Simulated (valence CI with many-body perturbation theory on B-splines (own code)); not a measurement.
E1 transitions of Fe V

Method: relativistic CI+MBPT: four valence electrons over a frozen Dirac-Fock core [Ar], a basis of 7 s, 7 p, 8 d, 6 f, 4 g, 1 h functions for each j, with the one-electron correlation potential Σ1, the two-electron term Σ2, the three-electron term Σ3, Breit, model QED; selected CI, second order for the rest, scaled by the run's own slope (own B-spline code, finite nucleus).

Set against measurement, 60 paired levels are off by 2075 cm⁻¹ on average, the worst by 5068. These come from a selection out of Corliss and Sugar, J. Phys. Chem. Ref. Data 11, 135 (1982). Levels without a partner in it may be off by more, other configurations by 1,000 to 8,000 cm⁻¹. The list stops below the first excitations out of the core.

Lines 151 to 200 of 600 in falling wavelength, among levels below 39.625 eV, chosen from the strongest by gf and those to the six lowest levels. Wavelengths and rates use the calculated energies, so an error of 2000 cm⁻¹ moves a line at 1416 Å by 2.8 % and its rate by three times that or more. Electric multipoles are in the length gauge, E1 and E2 with the static RPA response of the core. Weak lines are less certain than strong ones. Lines between different terms over intervals too small for the method are left out, as are lines whose strength nearly cancels. Where a level lies close to another of its J and parity, the split of strength between their lines is uncertain. The highest levels of a list are the least certain.

Names give the largest LS component (configuration and term), which can be under half, so a name can repeat, a term be missing and a line seem to break the LS rules; names also repeat where a configuration has a term twice. Letters in brackets count levels of one name in rising energy.

```csv
λ vac (Å),Upper,Lower,A (s⁻¹),S (a.u.)
1416,3d3 4p 3D°_1 [a],3d3 4s 5F_2,4.17e+08,1.75e+00
1414,3d3 4p 3I°_6,3d3 4s 3H_5,8.70e+08,1.58e+01
1414,3d3 4p 3F°_3 [a],3d3 4s 3F_3 [a],7.14e+08,6.98e+00
1414,3d3 4p 3G°_5 [c],3d3 4s 1H_5,3.59e+07,5.50e-01
1412,3d3 4p 3F°_2 [a],3d3 4s 3F_2 [a],7.26e+08,5.05e+00
1412,3d3 4p 1G°_4 [a],3d3 4s 3G_4,1.30e+08,1.63e+00
1412,3d3 4p 1P°_1 [a],3d3 4s 3P_1 [b],8.33e+07,3.47e-01
1411,3d3 4p 3S°_1 [a],3d3 4s 3P_0 [b],1.32e+08,5.50e-01
1410,3d3 4p 3F°_2 [c],3d3 4s 3P_1 [b],1.29e+08,8.91e-01
1410,3d3 4p 3G°_4 [c],3d3 4s 1H_5,5.58e+07,6.94e-01
1406,3d3 4p 3S°_1 [a],3d3 4s 3P_1 [b],3.56e+08,1.47e+00
1406,3d3 4p 3S°_1 [a],3d3 4s 3P_2 [b],1.24e+08,5.08e-01
1405,3d3 4p 5D°_3 [b],3d3 4s 5P_3,2.08e+08,1.99e+00
1405,3d3 4p 3D°_3 [b],3d3 4s 3P_2 [a],7.20e+07,6.89e-01
1404,3d3 4p 3D°_3 [c],3d3 4s 3P_2 [b],7.67e+07,7.34e-01
1401,3d3 4p 5D°_0 [b],3d3 4s 5P_1,4.69e+08,6.37e-01
1401,3d3 4p 3D°_1 [d],3d3 4s 3D_2 [a],9.63e+07,3.92e-01
1401,3d3 4p 3D°_1 [c],3d3 4s 3P_0 [b],2.94e+08,1.20e+00
1400,3d3 4p 5D°_2 [c],3d3 4s 5P_2,2.61e+08,1.77e+00
1400,3d3 4p 3F°_3 [b],3d3 4s 3G_4,5.13e+08,4.86e+00
1400,3d3 4p 3I°_7,3d3 4s 3H_6,9.20e+08,1.87e+01
1400,3d3 4p 3F°_3 [a],3d3 4s 3F_2 [a],3.44e+07,3.26e-01
1399,3d3 4p 3D°_2 [b],3d3 4s 3P_1 [a],1.56e+08,1.05e+00
1398,3d3 4p 3G°_3 [d],3d3 4s 3F_2 [b],8.01e+08,7.56e+00
1396,3d3 4p 3D°_2 [c],3d3 4s 3P_1 [b],1.47e+08,9.85e-01
1396,3d3 4p 3F°_2 [b],3d3 4s 3G_3,6.77e+08,4.54e+00
1396,3d3 4p 3D°_1 [c],3d3 4s 3P_1 [b],1.29e+08,5.18e-01
1396,3d3 4p 3P°_1 [a],3d3 4s 5P_1,3.78e+08,1.52e+00
1395,3d3 4p 5D°_2 [c],3d3 4s 5P_1,3.72e+08,2.49e+00
1395,3d3 4p 3F°_3 [b],3d3 4s 3G_3,2.46e+08,2.31e+00
1394,3d3 4p 5D°_3 [b],3d3 4s 5P_2,6.82e+08,6.38e+00
1394,3d3 4p 5D°_1 [a],3d3 4s 5F_2,2.50e+08,1.00e+00
1393,3d3 4p 5D°_0 [a],3d3 4s 5F_1,9.41e+08,1.26e+00
1392,3d3 4p 5D°_2 [b],3d3 4s 5F_3,5.03e+07,3.35e-01
1388,3d3 4p 3F°_4 [b],3d3 4s 3G_5,3.36e+08,3.99e+00
1388,3d3 4p 5D°_1 [a],3d3 4s 5F_1,6.37e+08,2.52e+00
1387,3d3 4p 1H°_5 [b],3d3 4s 3H_6,3.38e+07,4.89e-01
1386,3d3 4p 3D°_2 [d],3d3 4s 3D_2 [a],4.22e+08,2.78e+00
1386,3d3 4p 3D°_3 [c],3d3 4s 3P_2 [a],4.80e+08,4.42e+00
1386,3d3 4p 3G°_4 [d],3d3 4s 3F_3 [b],8.61e+08,1.02e+01
1386,3d3 4p 5D°_4 [b],3d3 4s 5P_3,9.20e+08,1.09e+01
1385,3d3 4p 3D°_2 [d],3d3 4s 3D_3 [a],5.01e+07,3.29e-01
1384,3d3 4p 3D°_1 [d],3d3 4s 3D_1 [a],5.53e+08,2.17e+00
1384,3d3 4p 5D°_2 [b],3d3 4s 5F_2,6.41e+08,4.19e+00
1383,3d3 4p 5F°_5,3d3 4s 5F_5,7.49e+08,1.08e+01
1381,3d3 4p 1G°_4 [c],3d3 4s 1F_3,7.69e+08,9.00e+00
1380,3d3 4p 5F°_3,3d3 4s 5F_3,6.69e+08,6.08e+00
1380,3d3 4p 3F°_4 [b],3d3 4s 3G_4,4.91e+07,5.73e-01
1380,3d3 4p 5F°_4,3d3 4s 5F_4,6.93e+08,8.09e+00
1378,3d3 4p 1H°_5 [a],3d3 4s 3G_5,3.95e+07,5.61e-01
```
